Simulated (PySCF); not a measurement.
**Diatomic cations of K with group 13**

PBE0 with double-zeta basis sets in PySCF, for the lowest determinant that a PBE0 search found; no spin–orbit coupling. De refers to high-spin ground-configuration atoms (the charge goes to the atom of lower measured ionisation energy or higher electron affinity, which is not always the lowest computed limit). A positive dipole points towards K; it is taken about the centre of mass and depends on that origin.

| M | basis | charged atom | state (unpaired electrons) | Re (Å) | ωe (cm⁻¹) | De (eV) | μ (D) |
| --- | --- | --- | --- | --- | --- | --- | --- |
| B | x2c-SVPall | K+ | doublet (σ ↑) | 3.401 | 133 | 0.34 | 2.17 |
| Al | aug-pcseg-1 | K+ | doublet (σ ↑) | 3.870 | 96.8 | 0.59 | 3.84 |
| Ga | def2-SVP | K+ | doublet (σ ↑) | 3.958 | 70.3 | 0.56 | 8.58 |
| In | x2c-SVPall | K+ | doublet (σ ↑) | 4.087 | 65.6 | 0.67 | 10.20 |
| Tl | def2-SVP | K+ | doublet (σ ↑) | 4.146 | 60.3 | n/a | 11.73 |

The shortest bond is that of KB⁺ (3.401 Å), the longest that of KTl⁺ (4.146 Å).

The rows differ in basis set, which adds steps of its own.

Down a group the atoms grow and get heavier, so bonds lengthen and wavenumbers fall; this series shows no clear exception.

Weak bonds: KB⁺. Basis-set superposition, not corrected here, can be much of De in a small basis, most of all at correlated wavefunction levels. Spin–orbit coupling is left out, which matters for elements this heavy, above all for dissociation energies. For an ion De counts to the pair picked by the measured ionisation energies or electron affinities, which need not be the lowest pair at this level. States were picked by a PBE0 search and need not be the measured ground states.
